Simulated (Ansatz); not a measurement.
Basis-set extrapolation for C2H8OSi2 (`C=C[SiH2]O[SiH3]`) (PBE0-D4/def2-TZVP geometry, frozen core, Ansatz). Multiplicity 1, RHF reference.

|  | def2-TZVPP | def2-QZVPP |
| --- | --- | --- |
| HF | -733.285918 | -733.312308 |
| MP2 correlation | -0.804160 | -0.862710 |
| CCSD(T) correlation | -0.893563 | not run |

Energies in hartree. Use E(X) = E(∞) + A·exp(−7.88·√X) for Hartree–Fock and E(X) = E(∞) + B·X^(−2.97) for correlation, with X = 3 and 4, and add CCSD(T) minus MP2 of the smaller set to the MP2 limit.

Task: What is the CCSD(T) energy at the basis-set limit?

Result: HF limit: -733.312308 + (-0.026390) × 0.13774 = -733.31594. MP2 limit: -0.862710 + (-0.058550) × 0.74074 = -0.90608. Higher-order term: -0.893563 − (-0.804160) = -0.08940. Total: -734.31142 hartree, 3.59 eV below CCSD(T)/def2-TZVPP.
